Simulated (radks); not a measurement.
Results of a calculation; reference values are marked as such.
Problem. Valence configurations of the thallium ion Tl2+ (all share [Xe]). Code: a radial shooting solver on a logarithmic mesh with Libxc functionals. Model: Dirac Kohn-Sham, LDA (Slater exchange, Perdew-Wang correlation), spin-unpolarised, spherical densities, finite nucleus; open shells fill j = l - 1/2 first; Fermi nuclear charge, rms radius 5.4759 fm. Order these by energy: 4f13.5 5d10 6s1.5; 4f14 5d9 6s1 6p1; 4f13 5d10 6s2; 4f13.5 5d10 6s1 6p0.5; 4f13.5 5d8 6s1 6p2.5; 4f14 5d10 6p1; 4f14 5d9 6s2; 4f14 5d9 6s0.5 6p1.5; 4f14 5d10 6s1; 4f13 5d9 6s2 6p1.

Solution. From the lowest, in eV above it: 4f14 5d10 6s1 0.000; 4f14 5d9 6s2 7.459; 4f14 5d10 6p1 8.013; 4f14 5d9 6s1 6p1 15.818; 4f14 5d9 6s0.5 6p1.5 20.038; 4f13.5 5d10 6s1.5 54.025; 4f13.5 5d10 6s1 6p0.5 58.138; 4f13.5 5d8 6s1 6p2.5 97.394; 4f13 5d10 6s2 111.90; 4f13 5d9 6s2 6p1 131.15. NIST lists [Xe] 4f14 5d10 6s1 as the ground configuration; this level of theory agrees among the configurations tried. The energies are those of spherical spin-averaged densities, not of single terms.
